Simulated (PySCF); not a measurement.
# Gd(OH)3 at several levels of theory

Computed with PySCF 2.14.0 (density fitting, no spin-orbit coupling) at the geometry relaxed with PBE:

```xyz
7
Gd(OH)3 (singlet in the valence; each metal's 4f electrons, 7 of them, lie in its core potential, out of spins and levels)
Gd    0.0000    0.0000   -0.0826
O     2.0708    0.0000    0.1036
H     3.0244    0.0000    0.2621
O    -1.0354    1.7933    0.1036
H    -1.5122    2.6192    0.2621
O    -1.0354   -1.7933    0.1036
H    -1.5122   -2.6192    0.2621
```

```tsv
level	basis	state	HOMO (eV)	gap (eV)	charge on Gd1 (e)	population of f-type functions on Gd1 (polarisation alone where 4f lies in the core)	dipole about the centre of mass (D)	largest force component (eV/Å)
PBE	Gd lcecp-1-SVP with ECP53, O def2-SVP, H def2-SVP	singlet	-5.88	3.84	0.88	0.09	0.56	0.01
PBE	Gd lcecp-1-TZVP with ECP53, O def2-TZVP, H def2-TZVP	singlet	-6.18	4.07	1.49	0.09	0.68	0.29
PBE0	Gd def2-SVP with ECP28, O def2-SVP, H def2-SVP	octet	-7.12	4.44	1.29	6.90	0.61	0.59
```

In the lcecp rows the 4f levels are missing from HOMO and gap, and the state counts the valence alone.

HOMO and gap are taken over both spins. Charges are Mulliken's, which hang on the basis. The relaxation used the grid (50, 194), these runs (75, 302) or, all-electron (x2c bases, spin-free X2C Hamiltonian), (99, 590).

Task: Order these levels, in the first row's basis, by the HOMO–LUMO gap they give here, smallest first.
A. wB97X
B. HF
C. TPSSh
D. r2SCAN

Result: D (4.64 eV), C (5.10 eV), A (10.47 eV), B (12.61 eV).

Task: And their other results?

Result: 
| level | state | HOMO (eV) | gap (eV) | charge on Gd1 (e) | population of f-type functions on Gd1 (polarisation alone where 4f lies in the core) | dipole about the centre of mass (D) | largest force component (eV/Å) |
| --- | --- | --- | --- | --- | --- | --- | --- |
| HF | singlet | -11.85 | 12.61 | 1.59 | 0.09 | 0.80 | 1.91 |
| r2SCAN | singlet | -6.23 | 4.64 | 1.07 | 0.09 | 0.62 | 0.42 |
| wB97X | singlet | -10.03 | 10.47 | 1.11 | 0.09 | 0.67 | 0.64 |
| TPSSh | singlet | -6.61 | 5.10 | 1.07 | 0.09 | 0.62 | 0.28 |

In the first row's basis the gap widens with exact exchange: 3.8 to 4.6 eV for PBE, r2SCAN (none); 5.1 eV for TPSSh (a fixed share); 10.5 to 12.6 eV for wB97X, Hartree–Fock (rising or full at long range).

An lcecp potential fixes the number of 4f electrons, so in runs with it no electron can move into or out of that shell.

Rows with open f shells in the valence may stand above their lowest state, and their gaps can end on f levels.
